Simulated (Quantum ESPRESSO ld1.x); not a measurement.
Values are calculated unless marked as measured or tabulated.
The sulfur ion S7+, 9 electrons, occupied as [He] 2s2 2p5.

Code: ld1.x of Quantum ESPRESSO 7.5. Model: non-relativistic Kohn-Sham, PW91, spin-unpolarised, spherical densities, point nucleus.

Energy parts (Ry):
part                     energy
total                  -755.067
kinetic                 754.391
electron-nucleus      -1690.737
Hartree                 224.022
exchange-correlation    -42.743

Orbitals (lengths in bohr, moments of r in powers of bohr; <r^-3> diverges for s and p1/2):
orbital  occ.  eigenvalue (Ry)  <r^-3>    <r^2>      <r^4>
1s          2        -188.8484       -  0.01270  0.0004147
2s          2         -26.3527       -   0.2552     0.1147
2p          5         -22.6044   88.17   0.2179    0.09769

The highest occupied level is 2p at -307.55 eV. Summed over all electrons, <r^2> = 1.625 bohr^2, which gives a Langevin (diamagnetic) susceptibility term of -1.29 x 10^-6 cm^3/mol. The density falls to 0.001 e/bohr^3 at r = 1.44 bohr.
